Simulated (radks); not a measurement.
The nuclear charge of the cadmium ion Cd+ is varied continuously with 47 electrons held in [Kr] 4d10 5s1. All-electron calculation, Dirac Kohn-Sham, PBE, spin-unpolarised, spherical densities, finite nucleus; Fermi nuclear charge, rms radius 4.6087 fm. Program: a radial shooting solver on a logarithmic mesh with Libxc functionals. By the Hellmann-Feynman theorem dE/dZ = E(electron-nucleus)/Z, the electronic potential at the nucleus (averaged over a nucleus of fixed radius).

| Z | E (hartree) | E(electron-nucleus)/Z (hartree) | HOMO | e(HOMO) (eV) | <r> HOMO (bohr) |
|---|---|---|---|---|---|
| 47 | -5317.12779 | -274.357 | 5s1/2 | -4.406 | 3.166 |
| 47.1 | -5344.60438 | -275.174 | 5s1/2 | -5.168 | 3.096 |
| 47.2 | -5372.16267 | -275.991 | 5s1/2 | -5.955 | 3.033 |
| 47.3 | -5399.80263 | -276.808 | 5s1/2 | -6.766 | 2.973 |
| 47.4 | -5427.52425 | -277.624 | 5s1/2 | -7.601 | 2.918 |
| 47.5 | -5455.32750 | -278.441 | 5s1/2 | -8.458 | 2.867 |
| 47.6 | -5483.21236 | -279.257 | 5s1/2 | -9.336 | 2.819 |
| 47.7 | -5511.17883 | -280.073 | 5s1/2 | -10.236 | 2.773 |
| 47.8 | -5539.22689 | -280.889 | 5s1/2 | -11.156 | 2.730 |
| 47.9 | -5567.35654 | -281.704 | 5s1/2 | -12.097 | 2.689 |
| 48 | -5595.56777 | -282.520 | 5s1/2 | -13.057 | 2.651 |
| 48.1 | -5623.86059 | -283.336 | 5s1/2 | -14.036 | 2.614 |
| 48.2 | -5652.23500 | -284.152 | 5s1/2 | -15.034 | 2.578 |
| 48.3 | -5680.69099 | -284.968 | 5s1/2 | -16.051 | 2.544 |
| 48.4 | -5709.22859 | -285.784 | 5s1/2 | -17.086 | 2.512 |
| 48.5 | -5737.84778 | -286.600 | 5s1/2 | -18.140 | 2.481 |
| 48.6 | -5766.54860 | -287.416 | 5s1/2 | -19.211 | 2.451 |
| 48.7 | -5795.33103 | -288.233 | 5s1/2 | -20.299 | 2.422 |
| 48.8 | -5824.19510 | -289.049 | 5s1/2 | -21.405 | 2.394 |
| 48.9 | -5853.14083 | -289.866 | 5s1/2 | -22.527 | 2.368 |
| 49 | -5882.16822 | -290.682 | 5s1/2 | -23.667 | 2.342 |

The central difference of E at Z = 48 is -282.520 hartree, to compare with the third column; the second derivative is -8.16 hartree.
